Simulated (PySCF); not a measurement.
**A survey of 17O NMR shifts**

Isolated molecule, no relativistic terms, one averaged value for each set of equivalent atoms, one conformer. NMR shieldings at PBE0/pcSseg-1/GIAO; GFN2-xTB geometry; PySCF 2.14.0 with density-fitted response routines.

Shieldings were converted by a linear fit to measured shifts: 17O (scatter 10.7 ppm rms, 12.2 ppm with the 3 outliers that the fit left out vs liquid water, solution or neat liquid). A few per cent of atoms miss by over 2 rms, more outside the fitted compound classes.

**Question.** Give the 17O shifts of `CC1=C[SiH2]C(C)=C1C(=O)O`, `O=CC1=CC(CO[SiH3])=CC1`, `C=CC#CC(=O)[C@@H]([SiH3])OC`.

**Answer.** 
```json
{"compound": "[CH3:1][C:2]1=[CH:3][SiH2:4][C:5]([CH3:6])=[C:7]1[C:8](=[O:9])[OH:10]", "environment": "O9: carbonyl oxygen", "δ (ppm)": "372.8"}
{"compound": "[CH3:1][C:2]1=[CH:3][SiH2:4][C:5]([CH3:6])=[C:7]1[C:8](=[O:9])[OH:10]", "environment": "O10: acid hydroxyl oxygen", "δ (ppm)": "161.5"}
{"compound": "[O:1]=[CH:2][C:3]1=[CH:4][C:5]([CH2:6][O:7][SiH3:8])=[CH:9][CH2:10]1", "environment": "O1: aldehyde oxygen", "δ (ppm)": "555.6"}
{"compound": "[O:1]=[CH:2][C:3]1=[CH:4][C:5]([CH2:6][O:7][SiH3:8])=[CH:9][CH2:10]1", "environment": "O7: oxygen bonded to C, Si", "δ (ppm)": "-32.1"}
{"compound": "[CH2:1]=[CH:2][C:3]#[C:4][C:5](=[O:6])[C@@H:7]([SiH3:8])[O:9][CH3:10]", "environment": "O6: ketone oxygen", "δ (ppm)": "580.6"}
{"compound": "[CH2:1]=[CH:2][C:3]#[C:4][C:5](=[O:6])[C@@H:7]([SiH3:8])[O:9][CH3:10]", "environment": "O9: ether oxygen", "δ (ppm)": "-12.9"}
```

**Question.** Match the shifts 720.6, 623.1, 144.4 ppm to `CC[Si@H]1C(=O)C=C1C[SiH3]`, `CCC(=O)[Si@@H]1C=CC[SiH2]1`, `C=CO/C=C/C(=C)[SiH2][SiH3]`.

**Answer.** 720.6: CCC(=O)[Si@@H]1C=CC[SiH2]1 (carbonyl oxygen); 623.1: CC[Si@H]1C(=O)C=C1C[SiH3] (carbonyl oxygen); 144.4: C=CO/C=C/C(=C)[SiH2][SiH3] (ether oxygen).

In solution the two oxygens of a carboxylic acid give one averaged line by proton exchange, and hydrogen bonding shields acid and N–H amide carbonyl oxygens by tens of ppm; neither is in these numbers.
